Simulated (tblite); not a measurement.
Species: C5H9O3 (doublet state).
SMILES with atom numbers: `[OH:1][CH:2][O:3][CH2:4][C@H:5]1[CH2:6][CH2:7][O:8]1` (hydrogens: H9 on O1; H10 on C2; H11, H12 on C4; H13 on C5; H14, H15 on C6; H16, H17 on C7)

Computed geometry: GFN2-xTB, gas phase. This method treats the open shell by occupation alone, without spin polarisation.

What internal coordinates does the optimisation give?

```csv
bond,length (Å)
O1–C2,1.360
C2–O3,1.386
O3–C4,1.403
C4–C5,1.533
C5–C6,1.534
C6–C7,1.530
C7–O8,1.430
C5–O8,1.439
O1–H9,0.976
C2–H10,1.080
C4–H11,1.100
C4–H12,1.094
C5–H13,1.095
C6–H14,1.087
C6–H15,1.086
C7–H16,1.092
C7–H17,1.093
```

A selection of angles:
```csv
angle,degrees
O1–C2–O3,121.2
C2–O3–C4,118.6
O3–C4–C5,113.5
C4–C5–C6,115.7
C4–C5–O8,113.5
C6–C5–O8,91.1
C5–C6–C7,85.0
C6–C7–O8,91.6
C5–O8–C7,92.3
H9–O1–C2,109.7
```

Torsions: O1–C2–O3–C4 7° (synperiplanar); C2–O3–C4–C5 75° (synclinal); O3–C4–C5–C6 173° (antiperiplanar); C4–C5–C6–C7 117° (anticlinal); C5–C6–C7–O8 -1° (synperiplanar); C6–C7–O8–C5 1° (synperiplanar); C4–C5–O8–C7 -119° (anticlinal); H9–O1–C2–O3 -48° (synclinal).

H9 on O1 lies 1.84 Å from O8, 6 bonds away (angle at H 160°; Bondi radii sum to 2.72 Å). The 4-membered ring C5–C6–C7–O8 has internal angles of 85.0° to 92.3°; it is planar, 0.00 Å rms from its mean plane, widest ring torsion 1°. O3 (oxygen bonded to 2 C) is bent (angle 118.6°). The 5 C–O bonds span 1.360 Å (O1–C2, drawn single) to 1.439 Å (C5–O8, drawn single), a spread of 0.079 Å. C2 (carbon bonded to 2 O and H) is pyramidal (angles 121.2°, 113.6° and 111.6°, sum 346.3°, 0.27 Å off the plane of its three neighbours). Of the pairs four or more bonds apart, those above aside, C4···H9 is among the closest relative to their van der Waals radii: 2.52 Å, 87 % of the sum of Bondi's values. All 3 C–C bonds measure 1.530 to 1.534 Å.

Point group: C1 (no symmetry element, even within 0.4 Å). Its GFN2-xTB frequencies are all real (lowest 49 cm⁻¹). Torsions: H–O1–C2–O3 -48°, O1–C2–O3–C4 7°, C2–O3–C4–C5 75°, O3–C4–C5–C6 173°. 3 starts were optimised and ended at 0.00, 4.43 and 5.41 kcal/mol (GFN2-xTB); the lowest of these is shown.

One conformer stands for the species.
